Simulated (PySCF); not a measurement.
From computed data to an observable: chemical shift, span and skew from a shielding tensor

Mg(Me)(SMe) (C₂H₆MgS), SMILES [S](C)[Mg][CH3]. Atoms are numbered in the order given.

```xyz
10

Mg    -0.5769     0.3025     0.7421
C     -2.0668     1.3468     1.7716
H     -2.3121     0.8566     2.7299
H     -3.0019     1.4067     1.1879
H     -1.7576     2.3808     2.0030
S      1.0933    -0.8862    -0.3462
C      0.9892    -0.2780    -2.0902
H      0.0147    -0.5010    -2.5485
H      1.7636    -0.8069    -2.6633
H      1.1884     0.8011    -2.1643
```
Charge 0, spin multiplicity 1.

Coordinates come from a B3LYP-D3(BJ)/def2-SVP optimisation. The structure was generated by enumeration; whether it is a known compound was not checked. The values are those of a single conformer.

GIAO shieldings from PBE0/pcSseg-1 run with PySCF, non-relativistic, no solvent. The symmetric part of the tensor of C2 has the principal values 198.4, 211.1, 211.3 ppm. The same nucleus in TMS has σ = 186.3 ppm at this level (PySCF, at its B3LYP-D3(BJ)/def2-TZVP geometry).

Question: Work out the isotropic shielding, the ¹³C shift against TMS, the span and the skew.

Answer: 
σ(iso) = (σ11 + σ22 + σ33)/3 = 206.9 ppm. δ = σ(ref) − σ(iso) = 186.3 − (206.9) = -20.6 ppm.
Span Ω = σ33 − σ11 = 12.9 ppm. Skew κ = 3(σ(iso) − σ22)/Ω = -0.97. Tumbling in solution averages the tensor to δ; in a static solid the shielding alone would spread this spin-1/2 line over Ω.
